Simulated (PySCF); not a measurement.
Species: C5H5Al.
Geometry (PBE0-D3(BJ)/def2-SVP, Å), atoms numbered from 1 in this order:
```xyz
11
C5H5Al angstrom
C      1.7719    2.5103    0.3138
C      1.0785    1.5177    0.1504
Al    -0.0482   -0.0100   -0.0802
C     -1.9739    0.1867   -0.2300
C      0.7979   -1.7218   -0.1843
C      1.3304   -2.8191   -0.2546
H      2.3905    3.3799    0.4533
H     -2.5059   -0.7636   -0.0694
H     -2.2381    0.5466   -1.2398
H     -2.3657    0.9323    0.4807
H      1.8014   -3.7849   -0.3163
```

Jobs on this species (11 atoms, 48 electrons) with PySCF (density fitting). Hardware of each: Arm Neoverse N1, one thread, on a shared host. The host was shared with other jobs, so the times are rough. Peak memory is the resident size of the whole Python process, interpreter and libraries included.

```csv
level and settings,work,basis functions,SCF cycles,wall time,peak memory
"delta-SCF UKS PBE, pcX-2 on the ionised atom, pcseg-1 elsewhere, spin-free X2C","ΔSCF core ionisation, 5 holes",155,?,?,?
"delta-SCF UKS PBE0, pcX-2 on the ionised atom, pcseg-1 elsewhere, spin-free X2C","ΔSCF core ionisation, 5 holes",155,78,61 s,0.64 GiB
"delta-SCF UKS SCAN, pcX-2 on the ionised atom, pcseg-1 elsewhere, spin-free X2C","ΔSCF core ionisation, 5 holes",155,91,49 s,0.55 GiB
"delta-SCF UKS SCAN, def2-TZVP on the ionised atom, pcseg-1 elsewhere, spin-free X2C","ΔSCF core ionisation, 5 holes",132,89,46 s,0.56 GiB
"PBE0-D3(BJ)/def2-SVP, grid level 1",geometry optimisation from a GFN2-xTB start shaken at random,113,42,44 s,0.45 GiB
"delta-SCF UKS B3LYP, pcX-2 on the ionised atom, pcseg-1 elsewhere, spin-free X2C","ΔSCF core ionisation, 5 holes",155,82,64 s,0.63 GiB
"delta-SCF UKS SCAN, pcX-2 on the ionised atom, pcseg-1 elsewhere, non-relativistic","ΔSCF core ionisation, 5 holes",155,90,48 s,0.56 GiB
"delta-SCF UKS SCAN, pcX-1 on the ionised atom, pcseg-1 elsewhere, spin-free X2C","ΔSCF core ionisation, 5 holes",135,91,41 s,0.56 GiB
"delta-SCF UKS HF, pcX-2 on the ionised atom, pcseg-1 elsewhere, spin-free X2C","ΔSCF core ionisation, 5 holes",155,81,40 s,0.56 GiB
```

Task: Fill in the missing figures.

Result: 
- delta-SCF UKS PBE, pcX-2 on the ionised atom, pcseg-1 elsewhere, spin-free X2C; ΔSCF core ionisation, 5 holes: 32 s, 0.56 GiB, 85 SCF cycles

Task: What do all jobs in the table cost together?

Result: About 7.1 min; the longest takes about 15 % of that, and about 2 times as long as the shortest.
